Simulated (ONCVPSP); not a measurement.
## PBE ONCV dataset for ruthenium, scalar-relativistic all-electron reference.

The input file (ONCVPSP 4.0.1):

```
# ATOM AND REFERENCE CONFIGURATION
# atsym  z   nc   nv     iexc    psfile
  Ru 44.00    7    3        4      upf
#
#   n    l    f
    1    0    2.00
    2    0    2.00
    2    1    6.00
    3    0    2.00
    3    1    6.00
    3    2   10.00
    4    0    2.00
    4    1    6.00
    4    2    7.00
    5    0    1.00
#
# PSEUDOPOTENTIAL AND OPTIMIZATION
# lmax
    2
#
#   l,   rc,      ep,       ncon, nbas, qcut
    0    2.35    0.00    4    8    2.30
    1    1.40    0.00    5    8    9.40
    2    2.10    0.00    4    9    6.20
#
# LOCAL POTENTIAL
# lloc, lpopt,  rc(5),   dvloc0
    4    5    1.25   -1.00
#
# VANDERBILT-KLEINMAN-BYLANDER PROJECTORs
# l, nproj, debl
    0    2    3.30
    1    2    2.80
    2    3    0.60
#
# MODEL CORE CHARGE
# icmod, fcfact, rcfact
    3    1.75    1.80
#
# LOG DERIVATIVE ANALYSIS
# epsh1, epsh2, depsh
   -3.00    5.00    0.02
#
# OUTPUT GRID
# rlmax, drl
    6.00    0.01
#
# TEST CONFIGURATIONS
# ncnf
    4
# nvcnf
#   n    l    f
    3
    4    1    6.00
    4    2    7.00
    5    0    0.00
#
    3
    4    1    6.00
    4    2    6.00
    5    0    0.00
#
    3
    4    1    6.00
    4    2    5.00
    5    0    0.00
#
    3
    4    1    6.00
    4    2    6.00
    5    0    2.00
#
```

Command:

```bash
oncvpsp.x < Ru.dat > Ru.out
```

Resulting log (shortened: citation, most of the input echo, consistency checks and plot data are left out):

```
ONCVPSP  (Optimized Norm-Conservinng Vanderbilt PSeudopotential)
scalar-relativistic version 4.0.1

#   n    l    f        energy (Ha)
    1    0    2.00    -8.0619226E+02
    2    0    2.00    -1.1591338E+02
    2    1    6.00    -1.0381142E+02
    3    0    2.00    -2.0412248E+01
    3    1    6.00    -1.6435177E+01
    3    2   10.00    -1.0036845E+01
    4    0    2.00    -2.8065926E+00
    4    1    6.00    -1.7057633E+00
    4    2    7.00    -1.9118430E-01
    5    0    1.00    -1.5580714E-01

Reference configufation results
  iterations    32
  all-electron total energy (Ha)   -4.53075259D+03

Begin loop to  construct optimized pseudo wave functions
and semi-local pseudopoentials for all angular momenta

   Wellstate for l =  0  n =  7
     eigenvalue =   3.1442
     asymptotic potential =   3.6442
     half-point radius =  3.6827

Calculating optimized projector #   1

 for l=   0

    Fraction of norm inside rc  0.213725
    Optimizing pswf for qcut=   2.30 a_B^-1,  ecut=   2.65 Ha
    Residual kinetic energy error=  2.37D-03 Ha

    Energy error per electron        Cutoff
         Ha          eV             Ha
         0.01000     0.27211        1.81
         0.00100     0.02721        3.54
         0.00010     0.00272       13.81
         0.00001     0.00027       26.65

Calculating optimized projector #   2

 for l=   0

    Fraction of norm inside rc  0.160226
    Optimizing pswf for qcut=   2.30 a_B^-1,  ecut=   2.65 Ha
    Residual kinetic energy error=  3.71D-01 Ha

    Energy error per electron        Cutoff
         Ha          eV             Ha
         0.01000     0.27211       10.73
         0.00100     0.02721       29.89
         0.00010     0.00272       36.84
         0.00001     0.00027       40.87

   Wellstate for l =  1  n =  6
     eigenvalue =   1.0942
     asymptotic potential =   1.5942
     half-point radius =  4.4068

Calculating optimized projector #   1

 for l=   1

    Fraction of norm inside rc  0.776752
    Optimizing pswf for qcut=   9.39 a_B^-1,  ecut=  44.12 Ha
    Residual kinetic energy error=  6.67D-05 Ha

    Energy error per electron        Cutoff
         Ha          eV             Ha
         0.01000     0.27211       26.75
         0.00100     0.02721       35.75
         0.00010     0.00272       43.03
         0.00001     0.00027       92.35

Calculating optimized projector #   2

 for l=   1

    Fraction of norm inside rc  0.045333
    Optimizing pswf for qcut=   9.39 a_B^-1,  ecut=  44.12 Ha
    Residual kinetic energy error=  1.85D-05 Ha

    Energy error per electron        Cutoff
         Ha          eV             Ha
         0.01000     0.27211       11.65
         0.00100     0.02721       31.09
         0.00010     0.00272       39.19
         0.00001     0.00027       47.69

   Wellstate for l =  2  n =  5
     eigenvalue =   0.4088
     asymptotic potential =   0.9088
     half-point radius =  5.4125

   Wellstate for l =  2  n =  6
     eigenvalue =   1.0088
     asymptotic potential =   1.5088
     half-point radius =  5.7289

Calculating optimized projector #   1

 for l=   2

    Fraction of norm inside rc  0.755540
    Optimizing pswf for qcut=   6.19 a_B^-1,  ecut=  19.19 Ha
    Residual kinetic energy error=  6.08D-05 Ha

    Energy error per electron        Cutoff
         Ha          eV             Ha
         0.01000     0.27211       13.13
         0.00100     0.02721       16.04
         0.00010     0.00272       19.11
         0.00001     0.00027       56.93

Calculating optimized projector #   2

 for l=   2

    Fraction of norm inside rc  0.114061
    Optimizing pswf for qcut=   6.19 a_B^-1,  ecut=  19.19 Ha
    Residual kinetic energy error=  3.69D-05 Ha

    Energy error per electron        Cutoff
         Ha          eV             Ha
         0.01000     0.27211       11.87
         0.00100     0.02721       15.42
         0.00010     0.00272       18.19
         0.00001     0.00027       25.19

Calculating optimized projector #   3

 for l=   2

    Fraction of norm inside rc  0.086979
    Optimizing pswf for qcut=   6.19 a_B^-1,  ecut=  19.19 Ha
    Residual kinetic energy error=  8.52D-05 Ha

    Energy error per electron        Cutoff
         Ha          eV             Ha
         0.01000     0.27211       12.58
         0.00100     0.02721       16.13
         0.00010     0.00272       19.15
         0.00001     0.00027       27.17

Construct Vanderbilt / Kleinmman-Bylander projectors

B matrix Hermiticity error, ll=   0
   1   2   -1.5177E-04

  Orthonormal projector coefficients  1.0015E+01  1.1930E+00

B matrix Hermiticity error, ll=   1
   1   2   -3.0034E-04

  Orthonormal projector coefficients  9.4536E+00  1.1732E+00

B matrix Hermiticity error, ll=   2
   1   2    4.6265E-05
   1   3   -8.4571E-05
   2   3    2.2423E-05

  Orthonormal projector coefficients  3.2298E+00 -2.9581E+00 -1.1374E+00

Model core correction analysis
  based on d2Exc/dn_idn_j

d2excae - all-electron derivatives

   -2.844937D-02   -1.794185D-02   -2.106975D-03
   -1.794198D-02   -1.806087D-02   -9.294950D-03
   -2.106548D-03   -9.292989D-03   -2.801148D-02

d2excps - pseudofunction derivatives with no core correction

   -3.632528D-02   -2.045064D-02   -1.973790D-03
   -2.045101D-02   -2.013267D-02   -9.749139D-03
   -1.973354D-03   -9.747111D-03   -2.812365D-02

rms 2nd derivative error    2.969702E-03

rmatch, rhocmatch    0.7540   11.7655

Teter function model core charge with specified parameters

d2excps - pseudofunction derivatives with core correction

   -2.878286D-02   -1.778827D-02   -1.916627D-03
   -1.778831D-02   -1.895252D-02   -9.707779D-03
   -1.916189D-03   -9.705743D-03   -2.810359D-02

rms 2nd derivative error    3.908986E-04

Pseudoatom total energy  -67.875837

Diagnostic tests using Vanderbilt-Kleinman-Bylander pseudopotentials
  1 or more projectors used as specified by nproj input data

   l    rcore       rmatch      e in        delta e   norm test  slope test

   0   2.3636538   2.4354194  -0.1558071  -0.0000001   1.0000164   1.0000106
   0   2.3636538   2.4354194   3.1441929   0.0000405   1.0002582   1.0002582

   1   1.4046222   1.4472696  -1.7057633  -0.0000107   1.0001428   1.0001641
   1   1.4046222   1.4472696   1.0942367   0.0000300   1.0003985   1.0003985

   2   2.1097074   2.1737627  -0.1911843  -0.0000017   1.0000768   1.0000806
   2   2.1097074   2.1737627   0.4088157  -0.0000004   1.0001688   1.0001688
   2   2.1097074   2.1737627   1.0088157   0.0000078   1.0001906   1.0001906

 Testing for bound ghosts
   n   l    E NL Schr. Eq   E Basis Diag.   E Cutoff

       0                       -2.797181     46.52  WARNING - GHOST(-)
   1   0       -0.155807       -0.147528     46.52

   2   1       -1.705774       -1.705674    153.60

   3   2       -0.191186       -0.190254    124.59

 Testing for highly-localized positive-energy ghosts
       l    <radius>/rc     E Basis Diag.   E Cutoff

       0        0.974312        4.865262     46.52  WARNING - GHOST(+)

Test configuration 0

   n   l     f        eae           eps        diff
   1   0  2.0000 -806.19226258
   2   0  2.0000 -115.91337527
   2   1  6.0000 -103.81142209
   3   0  2.0000  -20.41224764
   3   1  6.0000  -16.43517702
   3   2 10.0000  -10.03684495
   4   0  2.0000   -2.80659264
   4   1  6.0000   -1.70576332   -1.70577398   -1.07D-05
   4   2  7.0000   -0.19118430   -0.19118602   -1.72D-06
   5   0  1.0000   -0.15580714   -0.15580728   -1.39D-07

    Total energies and differences
      AE_ref= -4.53075259D+03  AE_tst= -4.53075259D+03  dif=  0.00D+00
      PS_ref= -6.78758371D+01  PS_tst= -6.78758371D+01  dif= -1.42D-14
      PSP excitation error=  1.42D-14

Test configuration 1

   n   l     f        eae           eps        diff
   1   0  2.0000 -806.46376883
   2   0  2.0000 -116.18083304
   2   1  6.0000 -104.07911963
   3   0  2.0000  -20.68091432
   3   1  6.0000  -16.70382927
   3   2 10.0000  -10.30517050
   4   0  2.0000   -3.07860716
   4   1  6.0000   -1.97905601   -1.97685422    2.20D-03
   4   2  7.0000   -0.46095259   -0.46056121    3.91D-04

    Total energies and differences
      AE_ref= -4.53075259D+03  AE_tst= -4.53048460D+03  dif=  2.68D-01
      PS_ref= -6.78758371D+01  PS_tst= -6.76075642D+01  dif=  2.68D-01
      PSP excitation error= -2.80D-04

Test configuration 2

   n   l     f        eae           eps        diff
   1   0  2.0000 -806.94069381
   2   0  2.0000 -116.66201928
   2   1  6.0000 -104.56000089
   3   0  2.0000  -21.15985756
   3   1  6.0000  -17.18277160
   3   2 10.0000  -10.78457442
   4   0  2.0000   -3.54654378
   4   1  6.0000   -2.44066224   -2.43812109    2.54D-03
   4   2  6.0000   -0.88700655   -0.88560052    1.41D-03

    Total energies and differences
      AE_ref= -4.53075259D+03  AE_tst= -4.52981626D+03  dif=  9.36D-01
      PS_ref= -6.78758371D+01  PS_tst= -6.69400291D+01  dif=  9.36D-01
      PSP excitation error=  5.24D-04

Test configuration 3

   n   l     f        eae           eps        diff
   1   0  2.0000 -807.49912553
   2   0  2.0000 -117.22678289
   2   1  6.0000 -105.12440761
   3   0  2.0000  -21.71866251
   3   1  6.0000  -17.74156215
   3   2 10.0000  -11.34428134
   4   0  2.0000   -4.08196066
   4   1  6.0000   -2.96656351   -2.96316546    3.40D-03
   4   2  5.0000   -1.37266426   -1.36896391    3.70D-03

    Total energies and differences
      AE_ref= -4.53075259D+03  AE_tst= -4.52869090D+03  dif=  2.06D+00
      PS_ref= -6.78758371D+01  PS_tst= -6.58170139D+01  dif=  2.06D+00
      PSP excitation error=  2.87D-03

Test configuration 4

   n   l     f        eae           eps        diff
   1   0  2.0000 -806.31864601
   2   0  2.0000 -116.04783589
   2   1  6.0000 -103.94534421
   3   0  2.0000  -20.54440446
   3   1  6.0000  -16.56735604
   3   2 10.0000  -10.16968647
   4   0  2.0000   -2.92914319
   4   1  6.0000   -1.82267168   -1.82616191   -3.49D-03
   4   2  6.0000   -0.28187328   -0.28268017   -8.07D-04
   5   0  2.0000   -0.19065133   -0.19000112    6.50D-04

    Total energies and differences
      AE_ref= -4.53075259D+03  AE_tst= -4.53069010D+03  dif=  6.25D-02
      PS_ref= -6.78758371D+01  PS_tst= -6.78127539D+01  dif=  6.31D-02
      PSP excitation error= -5.93D-04
```

Note: ghosts flagged at negative energy: s at -76.1 eV; GHOST(+) flagged for s at 132.4 eV. A true bound ghost makes a file unfit for plane-wave use.

The run took about 4.1 s on one core of a shared server CPU.
